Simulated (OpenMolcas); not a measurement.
**Ne+: effect of the IPEA shift**

```yaml
Program: OpenMolcas
Basis: ANO-RCC [8s7p4d3f2g]
Scalar_Hamiltonian: DKH2, point nucleus
Active_space: 7 electrons in 9 orbitals (RAS2 2s 2p; RAS3 3d, at most 2 electrons)
State_averaging: 2S+1 = 2 odd, 3 roots; 2S+1 = 2 even, 1 root
Spin-orbit_coupling: RASSI with atomic mean-field integrals over the reference wave functions, term energies averaged over their components
```

Methods on the same reference wave functions:
A. RASSCF
B. SS-RASPT2, IPEA 0.25 Eh, imaginary shift 0.1 Eh (closed shells correlated: 1s)
C. SS-RASPT2, IPEA 0.5 Eh, imaginary shift 0.1 Eh (closed shells correlated: 1s)

Energies in cm-1 above 2s2 2p5 2P* 3/2, the measured ground level; measured values from NIST Handbook of Basic Atomic Spectroscopic Data.

| Level | A | B | C | Measured |
| --- | --- | --- | --- | --- |
| 2s2 2p5 2P* 3/2 | 0.0 | 0.0 | 0.0 | 0.0 |
| 2s2 2p5 2P* 1/2 | 773 | 773 | 773 | 780 |
| 2s 2p6 2S 1/2 | 223153 | 218373 | 218504 | 217048 |

Deviations, from unrounded energies. A percentage is the sum of absolute deviations over the sum of measured energies, with the sign that they share, or ± where signs differ.

| Against measurement | Levels | A | B | C |
| --- | --- | --- | --- | --- |
| mean absolute deviation (cm-1) | 2 | 3100 | 670 | 730 |
| fine structure of the ground term (%) | 1 | -0.9 | -0.9 | -0.9 |
| other configurations (%) | 1 | +2.8 | +0.6 | +0.7 |

B lies closest to measurement on these levels and A furthest from it. The largest miss of B in the table is 2s 2p6 2S 1/2, by +1300 cm-1. The ranking rests on the paired levels alone, and a cruder setting can come out closer through cancelling errors.

Between B and C the level of the table that moves most is 2s 2p6 2S 1/2, by 130 cm-1 (lowest in B, highest in C).

The lowest spin-free term lies below A's lowest term by 0.200 hartree in B, 0.200 hartree in C.

Active for correlation alone: 3d; no level in the range computed is led by a configuration that fills it, so any true level of that kind is missing. Without dynamic correlation excited terms often stand tens of per cent too high (terms of higher spin than the ground term too low), and those without a measured partner can miss by more than the paired ones (holds for A). Computed and measured levels are paired by configuration, term and J; levels that our copy of the source lacks, or whose pairing is in doubt (as where it misses far off the trend of its configuration), stay unpaired and out of the deviations. Only configurations of the active space appear.

* marks odd parity.
